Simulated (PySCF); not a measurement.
F3Fe (SMILES [F][Fe]([F])[F]), sextet, at a GFN2-xTB geometry (such geometries of metal compounds can be far from the true shape); R2SCAN/6-31G (PySCF).

The PySCF input:
```python
from pyscf import gto, scf, dft

mol = gto.M(
    atom='''
Fe    0.084720   -0.138893   -0.361811
F    -1.483611   -0.754423    0.361071
F    -0.085927    1.682882   -0.247294
F     1.324791   -0.527211    0.931454
''',
    basis='6-31g',
    charge=0,
    spin=5,
    verbose=4,
)

mf = dft.UKS(mol)
mf.xc = 'r2scan'
mf.diis_space = 2
mf.kernel()
```

The log (banner, timings and long lists left out):

```
PySCF version 2.14.0

[INPUT] verbose = 4
[INPUT] num. atoms = 4
[INPUT] num. electrons = 53
[INPUT] charge = 0
[INPUT] spin (= nelec alpha-beta = 2S) = 5
[INPUT] symmetry False subgroup None
[INPUT] Mole.unit = angstrom
[INPUT] Symbol           X                Y                Z      unit          X                Y                Z       unit  Magmom
[...]
nuclear repulsion = 247.358271572507
number of shells = 26
number of NR pGTOs = 156
number of NR cGTOs = 54
basis = 6-31g
ecp = {}

******** <class 'pyscf.dft.uks.UKS'> ********
method = UKS
initial guess = minao
damping factor = 0
level_shift factor = 0
DIIS = <class 'pyscf.scf.diis.CDIIS'>
diis_start_cycle = 1
diis_space = 2
diis_damp = 0
SCF conv_tol = 1e-09
SCF conv_tol_grad = None
SCF max_cycles = 50
direct_scf = True
direct_scf_tol = 1e-13
number electrons alpha = 29  beta = 24
XC library pyscf.dft.libxc version 7.1.2
    S. Lehtola, C. Steigemann, M. J. T. Oliveira, and M. A. L. Marques,  SoftwareX 7, 1–5 (2018)
XC functionals = r2scan
    J. W. Furness, A. D. Kaplan, J. Ning, J. P. Perdew, and J. Sun,  J. Phys. Chem. Lett. 11, 8208–8215 (2020)
    J. W. Furness, A. D. Kaplan, J. Ning, J. P. Perdew, and J. Sun,  J. Phys. Chem. Lett. 11, 9248–9248 (2020)
    J. W. Furness, A. D. Kaplan, J. Ning, J. P. Perdew, and J. Sun,  J. Phys. Chem. Lett. 11, 8208–8215 (2020)
    J. W. Furness, A. D. Kaplan, J. Ning, J. P. Perdew, and J. Sun,  J. Phys. Chem. Lett. 11, 9248–9248 (2020)
radial grids:
    Treutler-Ahlrichs [JCP 102, 346 (1995); DOI:10.1063/1.469408] (M4) radial grids

becke partition: Becke, JCP 88, 2547 (1988); DOI:10.1063/1.454033
pruning grids: <function nwchem_prune>
grids dens level: 3
symmetrized grids: False
atomic radii adjust function: <function treutler_atomic_radii_adjust>
small_rho_cutoff = 0
Set gradient conv threshold to 3.16228e-05
tot grids = 63696
init E= -1561.79728604602

cycle= 1 E= -1550.24901793806  delta_E= 11.5  |g|= 3.26  |ddm|= 8.42

cycle= 2 E= -1500.91464536043  delta_E= 49.3  |g|= 8.79  |ddm|= 10.3

cycle= 3 E= -1547.29315151353  delta_E= -46.4  |g|= 5.71  |ddm|= 6.99

cycle= 4 E= -1470.67821297053  delta_E= 76.6  |g|= 8.14  |ddm|= 10.4
cycle= 5 E= -1555.98110389237  delta_E= -85.3  |g|= 3.85  |ddm|= 10.4

cycle= 6 E= -1560.9967886983  delta_E= -5.02  |g|= 2.16  |ddm|= 2.46

cycle= 7 E= -1549.68239420989  delta_E= 11.3  |g|= 3.59  |ddm|= 8.07

cycle= 8 E= -1541.46052463338  delta_E= 8.22  |g|= 6.38  |ddm|= 7.85

[...]

cycle= 18 E= -1517.81843018229  delta_E= -14.5  |g|= 5.94  |ddm|= 12.4

cycle= 19 E= -1545.79442108943  delta_E=  -28  |g|= 5.35  |ddm|= 7.62

cycle= 20 E= -1520.03165434082  delta_E= 25.8  |g|= 6.55  |ddm|= 8.27

cycle= 21 E= -1529.49595366017  delta_E= -9.46  |g|=  5.8  |ddm|= 7.91

cycle= 22 E= -1495.95763624838  delta_E= 33.5  |g|= 10.5  |ddm|= 8.68

cycle= 23 E= -1505.07102324031  delta_E= -9.11  |g|= 6.95  |ddm|= 10.8

cycle= 24 E= -1513.61142860999  delta_E= -8.54  |g|= 5.92  |ddm|= 12.7

cycle= 25 E= -1546.90455341883  delta_E= -33.3  |g|= 4.81  |ddm|= 8.23

cycle= 26 E= -1531.14416977259  delta_E= 15.8  |g|= 6.64  |ddm|= 6.93

cycle= 27 E= -1530.9145617677  delta_E= 0.23  |g|= 6.22  |ddm|= 6.27

cycle= 28 E= -1487.5606163496  delta_E= 43.4  |g|= 10.2  |ddm|= 9.32

cycle= 29 E= -1513.96659309157  delta_E= -26.4  |g|=  6.6  |ddm|= 9.77

cycle= 30 E= -1497.73028718859  delta_E= 16.2  |g|= 7.36  |ddm|= 11.6

cycle= 31 E= -1532.6113422717  delta_E= -34.9  |g|= 6.52  |ddm|= 8.49

cycle= 32 E= -1509.11011898901  delta_E= 23.5  |g|= 5.13  |ddm|= 11.6

cycle= 33 E= -1501.64307328383  delta_E= 7.47  |g|= 7.54  |ddm|= 12.3

cycle= 34 E= -1517.81233986106  delta_E= -16.2  |g|= 7.07  |ddm|= 7.03

cycle= 35 E= -1499.13566722661  delta_E= 18.7  |g|= 5.83  |ddm|= 13.7

cycle= 36 E= -1500.87380165458  delta_E= -1.74  |g|= 7.88  |ddm|= 13.4

cycle= 37 E= -1529.22200450911  delta_E= -28.3  |g|= 4.68  |ddm|= 6.59

cycle= 38 E= -1492.91288360571  delta_E= 36.3  |g|= 7.38  |ddm|= 15.3

cycle= 39 E= -1532.48505917674  delta_E= -39.6  |g|= 6.81  |ddm|= 13.5

cycle= 40 E= -1508.43014318149  delta_E= 24.1  |g|= 6.05  |ddm|= 9.68

cycle= 41 E= -1527.64410954916  delta_E= -19.2  |g|= 6.73  |ddm|= 10.5

cycle= 42 E= -1517.52920367997  delta_E= 10.1  |g|= 7.85  |ddm|= 7.03

cycle= 43 E= -1503.63186413187  delta_E= 13.9  |g|= 6.07  |ddm|= 11.5

cycle= 44 E= -1527.8962218514  delta_E= -24.3  |g|= 5.01  |ddm|= 11.3

cycle= 45 E= -1534.50512442409  delta_E= -6.61  |g|=  6.6  |ddm|= 6.56

cycle= 46 E= -1503.89802728829  delta_E= 30.6  |g|= 7.11  |ddm|= 10.8

cycle= 47 E= -1512.20750240545  delta_E= -8.31  |g|= 6.11  |ddm|= 11.8

cycle= 48 E= -1510.55852881059  delta_E= 1.65  |g|= 8.25  |ddm|= 9.79

cycle= 49 E= -1509.14857737334  delta_E= 1.41  |g|= 6.08  |ddm|= 9.99

cycle= 50 E= -1510.24742335157  delta_E= -1.1  |g|= 5.18  |ddm|= 12.7
SCF not converged.
SCF energy = -1510.24742335157 after 50 cycles  <S^2> = 8.7506433  2S+1 = 6.0002144
```

The run did not converge; its last values are not results.
